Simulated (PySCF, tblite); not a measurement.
Isomers of C4H12FPSi2, one GFN2-xTB conformer each. Single-point energies are computed at PBE0/pcSseg-1 (PySCF, gas phase, no added dispersion term), electronic only.

Question: Rank them by PBE0/pcSseg-1 energy, lowest first (kJ/mol).
A. `[CH3:1][SiH2:2]/[CH:3]=[C:4](/[CH2:5][F:6])[SiH2:7][PH2:8]` with C1–Si2–C3–C4 168°, C3–C4–C5–F6 2°, C3–C4–Si7–P8 -93°, C4–Si7–P8–H 165° and 72°
B. `[CH3:1][SiH2:2]/[CH:3]=[C:4](\[CH2:5][F:6])[SiH2:7][PH2:8]` with C1–Si2–C3–C4 179°, C3–C4–C5–F6 2°, C3–C4–Si7–P8 -138°, C4–Si7–P8–H 69° and 162°
C. `[CH3:1][CH2:2][C:3]1([CH2:4][F:5])[SiH2:6][PH:7][SiH2:8]1` with C1–C2–C3–C4 60°, C2–C3–C4–F5 175°
D. `[F:1][C@H:2]1[CH2:3][C@H:4]([SiH2:5][SiH2:6][PH2:7])[CH2:8]1` with C3–C4–Si5–Si6 -54°, C4–Si5–Si6–P7 -176°, Si5–Si6–P7–H -48° and 45°, F1–C2–C3–C4 130°, C2–C3–C4–Si5 106°, C3–C4–C8–C2 12°, F1–C2–C8–C4 -130°

Answer: C (0.0), A (63.2), B (63.5), D (81.0).

As drawn, the highest has an Si–Si bond, which the lowest lacks. Neighbours under 10 kJ/mol apart (C[SiH2]/C=C(/CF)[SiH2]P and C[SiH2]/C=C(\CF)[SiH2]P) can change places with a better method, another conformer or zero-point energy. C[SiH2]/C=C(/CF)[SiH2]P and C[SiH2]/C=C(\CF)[SiH2]P are stereoisomers, 0.3 kJ/mol apart in the conformers taken. GFN2-xTB itself gives, in the same order: 0.0, 94.2, 89.7, 43.4. Both levels put the same isomer lowest; measured from each level's own lowest isomer, the values differ by up to 37.6 kJ/mol (F[C@H]1C[C@H]([SiH2][SiH2]P)C1: 43.4 against 81.0).

Which frontier levels, dipoles and rotational constants go with these structures?

| SMILES | HOMO (eV, PBE0/pcSseg-1) | LUMO (eV) | dipole (D) | A, B, C (MHz) |
| --- | --- | --- | --- | --- |
| CCC1(CF)[SiH2]P[SiH2]1 | -6.86 | -0.63 | 2.72 | 1528, 931.1, 848.4 |
| C[SiH2]/C=C(/CF)[SiH2]P | -7.49 | -1.00 | 1.44 | 1100, 726.6, 503.1 |
| C[SiH2]/C=C(\CF)[SiH2]P | -7.53 | -0.91 | 1.98 | 2160, 504.3, 437.3 |
| F[C@H]1C[C@H]([SiH2][SiH2]P)C1 | -7.37 | -0.50 | 1.84 | 2414, 491.3, 442.2 |

What happens when harmonic zero-point energies from GFN2-xTB frequencies are added?

```csv
SMILES,ZPE (kJ/mol),electronic (kJ/mol),with ZPE (kJ/mol)
CCC1(CF)[SiH2]P[SiH2]1,380.7,0.0,0.0
C[SiH2]/C=C(/CF)[SiH2]P,362.4,63.2,44.9
C[SiH2]/C=C(\CF)[SiH2]P,363.5,63.5,46.3
F[C@H]1C[C@H]([SiH2][SiH2]P)C1,372.7,81.0,73.0
```

The zero-point energies span 18.3 kJ/mol. The order is unchanged.

As an exercise, what shares would exp(−E/RT) give at 2000 K from these electronic energies alone (no entropy, no degeneracies)?

RT = 16.629 kJ/mol: CCC1(CF)[SiH2]P[SiH2]1 95.1 %, C[SiH2]/C=C(/CF)[SiH2]P 2.1 %, C[SiH2]/C=C(\CF)[SiH2]P 2.1 %, F[C@H]1C[C@H]([SiH2][SiH2]P)C1 0.7 %.
